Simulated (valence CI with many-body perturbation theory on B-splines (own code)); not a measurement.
## Which ion has this spectrum?

A relativistic CI+MBPT calculation for an atom or ion with 6 electrons gives these levels (cm⁻¹):

```csv
J,Parity,E,g
0,even,0,
1,even,345071,1.49
2,even,423664,1.25
2,even,826754,1.24
0,even,1012637,
2,odd,1083293,1.86
1,odd,1433986,0.87
2,odd,1528226,1.35
3,odd,1646683,1.33
0,odd,1810823,
1,odd,1851828,1.28
2,odd,1912349,1.22
1,odd,2007218,1.58
2,odd,2241968,1.21
```

The energies are calculated, and their last digits are not significant.

(1) Which is it?
A. Ge26+
B. Br29+
C. Rb31+
D. As27+

Answers

(1) B. Br29+, ground level (2s^2 2p1/2^2) J=0.
